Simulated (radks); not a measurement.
The numbers below are computed, except where a source is named.
Question: Ionisation of the strontium ion Sr+, [Kr] 5s1, to Sr2+, [Kr], under several functionals. Scalar-relativistic Kohn-Sham, spin-polarised, spherical densities, point nucleus; open shells are filled with parallel spins first (spin-orbit coupling, left out, can overturn this in heavy ions); a radial shooting solver on a logarithmic mesh with Libxc functionals. Known Delta-SCF values: Wu-Cohen GGA 11.121 eV; LDA (Slater exchange, VWN5 correlation) 11.365 eV; PW91 11.237 eV. What does exchange-only LDA give, and what is its highest occupied eigenvalue?

Answer: 10.713 eV by Delta-SCF; the 5s eigenvalue is -8.273 eV. NIST: 11.030 eV (measured).
